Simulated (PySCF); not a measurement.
Cl2H3NOSn, SMILES [Cl][Sn]([OH])([NH2])[Cl].

Coordinates come from a B3LYP-D3(BJ)/def2-SVP optimisation. The structure was generated by enumeration; whether it is a known compound was not checked. The def2 effective core potentials stand for the cores of Sn; spin–orbit coupling is left out. Other conformers were not sampled.

Computed with TDA-PBE/def2-SVPD (PySCF).

Vertical excitations. The molecule is in vacuum.

Computed excitation energies, oscillator strengths and character:
```csv
state,energy (eV),λ (nm),f,main pairs
S1,3.94,315,0.028,HOMO→LUMO 94 %
S2,4.36,284,0.002,HOMO−1→LUMO 99 %
S3,4.70,264,0.022,"HOMO−2→LUMO 60 %, HOMO−4→LUMO 34 %"
S4,4.79,259,0.044,"HOMO−4→LUMO 54 %, HOMO−2→LUMO 33 %, HOMO−3→LUMO 9 %"
S5,4.82,257,0.032,HOMO−3→LUMO 76 %
S6,4.89,254,0.020,HOMO−5→LUMO 86 %
S7,6.02,206,0.060,HOMO−6→LUMO 80 %
S8,6.21,200,0.017,HOMO→LUMO+1 93 %
S9,6.54,189,0.032,HOMO→LUMO+2 95 %
S10,6.76,183,0.043,"HOMO−7→LUMO 54 %, HOMO−1→LUMO+1 27 %"
T1,3.41,364,0,HOMO→LUMO 99 %
T2,4.06,305,0,HOMO−1→LUMO 99 %
T3,4.24,292,0,HOMO−2→LUMO 99 %
T4,4.35,285,0,HOMO−3→LUMO 99 %
```
Triplets are in the Tamm–Dancoff approximation.
